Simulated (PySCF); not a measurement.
# Basis and Hamiltonian dependence of the excitation energy of Al

Al [Ne] 3s2 3p1 (2P) → Al [Ne] 3s1 3p1 4s1 (4P). All values are computed (PySCF 2.14, energy differences of UHF-based or UKS calculations, no spin-orbit coupling). Values in eV.

```json
{"basis": "aug-cc-pVDZ-DK", "Hamiltonian": "spin-free X2C", "functions": "27", "UHF": "6.472", "PBE": "7.548", "PBE0": "7.495", "MP2 (valence)": "7.165", "CCSD(T) (valence)": "7.516", "CCSD(T) (valence and next inner shell)": "n/a"}
{"basis": "aug-cc-pV(D+d)Z", "Hamiltonian": "non-relativistic", "functions": "32", "UHF": "6.452", "PBE": "7.526", "PBE0": "7.474", "MP2 (valence)": "7.155", "CCSD(T) (valence)": "7.510", "CCSD(T) (valence and next inner shell)": "n/a"}
{"basis": "def2-TZVPPD", "Hamiltonian": "non-relativistic", "functions": "48", "UHF": "6.520", "PBE": "7.550", "PBE0": "7.508", "MP2 (valence)": "7.321", "CCSD(T) (valence)": "7.635", "CCSD(T) (valence and next inner shell)": "7.719"}
{"basis": "x2c-TZVPPall with one added diffuse shell each of s, p, d type", "Hamiltonian": "spin-free X2C", "functions": "51", "UHF": "6.435", "PBE": "7.516", "PBE0": "7.464", "MP2 (valence)": "7.238", "CCSD(T) (valence)": "7.547", "CCSD(T) (valence and next inner shell)": "7.634"}
{"basis": "aug-cc-pV(T+d)Z", "Hamiltonian": "non-relativistic", "functions": "55", "UHF": "6.414", "PBE": "7.487", "PBE0": "7.436", "MP2 (valence)": "7.226", "CCSD(T) (valence)": "7.536", "CCSD(T) (valence and next inner shell)": "n/a"}
{"basis": "aug-cc-pV(T+d)Z with one added diffuse shell each of s, p, d, f type", "Hamiltonian": "non-relativistic", "functions": "71", "UHF": "6.356", "PBE": "n/a", "PBE0": "n/a", "MP2 (valence)": "7.180", "CCSD(T) (valence)": "7.496", "CCSD(T) (valence and next inner shell)": "n/a"}
{"basis": "aug-cc-pwCVTZ", "Hamiltonian": "non-relativistic", "functions": "75", "UHF": "6.411", "PBE": "7.491", "PBE0": "7.439", "MP2 (valence)": "7.233", "CCSD(T) (valence)": "7.539", "CCSD(T) (valence and next inner shell)": "7.638"}
{"basis": "def2-QZVPPD", "Hamiltonian": "non-relativistic", "functions": "76", "UHF": "6.382", "PBE": "7.471", "PBE0": "7.419", "MP2 (valence)": "7.251", "CCSD(T) (valence)": "7.530", "CCSD(T) (valence and next inner shell)": "7.629"}
{"basis": "dyall-av3z", "Hamiltonian": "spin-free X2C", "functions": "84", "UHF": "6.373", "PBE": "7.488", "PBE0": "7.433", "MP2 (valence)": "7.211", "CCSD(T) (valence)": "7.514", "CCSD(T) (valence and next inner shell)": "n/a"}
{"basis": "aug-cc-pVQZ-DK", "Hamiltonian": "spin-free X2C", "functions": "84", "UHF": "6.384", "PBE": "7.489", "PBE0": "7.435", "MP2 (valence)": "7.248", "CCSD(T) (valence)": "7.530", "CCSD(T) (valence and next inner shell)": "n/a"}
{"basis": "dyall-av3z", "Hamiltonian": "non-relativistic", "functions": "84", "UHF": "6.353", "PBE": "7.465", "PBE0": "7.411", "MP2 (valence)": "7.190", "CCSD(T) (valence)": "7.495", "CCSD(T) (valence and next inner shell)": "n/a"}
{"basis": "x2c-QZVPPall with one added diffuse shell each of s, p, d, f type", "Hamiltonian": "spin-free X2C", "functions": "86", "UHF": "6.399", "PBE": "7.492", "PBE0": "7.439", "MP2 (valence)": "7.267", "CCSD(T) (valence)": "7.546", "CCSD(T) (valence and next inner shell)": "7.646"}
{"basis": "aug-cc-pV(Q+d)Z", "Hamiltonian": "non-relativistic", "functions": "89", "UHF": "6.363", "PBE": "7.466", "PBE0": "7.413", "MP2 (valence)": "7.229", "CCSD(T) (valence)": "7.512", "CCSD(T) (valence and next inner shell)": "n/a"}
{"basis": "dyall-ae3z", "Hamiltonian": "spin-free X2C", "functions": "102", "UHF": "7.384", "PBE": "8.253", "PBE0": "8.237", "MP2 (valence)": "8.162", "CCSD(T) (valence)": "n/a", "CCSD(T) (valence and next inner shell)": "n/a"}
```

Frozen in the all-electron rows: valence: [Ne]; valence and next inner shell: 1s2.

At UHF, dyall-ae3z lies more than 0.3 eV from the median of the rows with comparable relativity. Of these, dyall-ae3z has no diffuse functions of the l that the added or promoted electron needs.

The upper state lies above the first ionisation limit, but in LS coupling its spin forbids autoionisation to the ground ion. A Rydberg-like electron needs more diffuse functions than a valence basis has.
